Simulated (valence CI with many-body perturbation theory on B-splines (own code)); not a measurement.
# Zn16+ in brief

Calculated by relativistic CI+MBPT: four valence electrons over a frozen Dirac-Fock core [Ne], radial functions for each j: 11 s, 11 p, 10 d, 8 f, 5 g, 2 h, with the one-electron correlation potential Σ1, the two-electron term Σ2, the three-electron term Σ3, Breit, model QED; selected CI, second order for the rest, scaled by the run's own slope (own B-spline code, finite nucleus).

No measured spectrum was set against this ion. As an estimate, levels of excited configurations hold to 0.05 to 0.15 % of their energy, terms of the ground configuration to about 0.5 %. Among the levels kept, up to 820 cm⁻¹ of a level comes from second order outside the variational space, and about a tenth of that is noise between levels of different J, which matters for small intervals.

Rates and lifetimes use the calculated energies. Strong lines usually hold to 10 to 20 %, long lifetimes can be off by a factor of two.

Q: What is the ground level?

A: 3s2 3p2 3P_0, composition 90 % 3s2 3p2 3P + 7 % 3s2 3p2 1S.

Q: Name the longest-lived excited levels whose lifetime is computed, and their main decay.

A: 3s2 3p2 3P_2 at 38872 cm⁻¹ lives 23.2 ms, mostly by M1 to 3s2 3p2 3P_1; 3s2 3p2 3P_1 at 22948 cm⁻¹ lives 4.96 ms, mostly by M1 to 3s2 3p2 3P_0; 3s2 3p2 1D_2 at 82737 cm⁻¹ lives 838 μs, mostly by M1 to 3s2 3p2 3P_1. The lifetime of 3s2 3p 3d 3F°_4 is too uncertain to give, and may be longer.

Q: What is the ionisation energy?

A: 577.02 eV; NIST lists 577.8 ± 1.3 eV (semi-empirical).

Q: How is the term 3P of the ground level split?

A: J = 0 at 0, J = 1 at 22948, J = 2 at 38872 cm⁻¹.

Q: Among levels below 1566200 cm⁻¹, which E1 lines absorb most strongly from the ground level?

A: to 3s2 3p 3d 3D°_1 at 15.64 nm, f = 0.771; to 3s 3p3 3S°_1 at 18.33 nm, f = 0.148; to 3s 3p3 3D°_1 at 25.80 nm, f = 0.0833.

Q: Where does the other parity begin?

A: At 3s 3p3 5S°_2, 299190 cm⁻¹.

Q: How well does LS coupling describe the low levels?

A: Among the lowest 20 levels the leading LS term, summed over configurations, holds 85 % on average. For single configurations the figures are 78 % in LS and 68 % in jj coupling. Terms mix most in the J = 2 level at 628350 cm⁻¹, where the leading one holds 52 %.
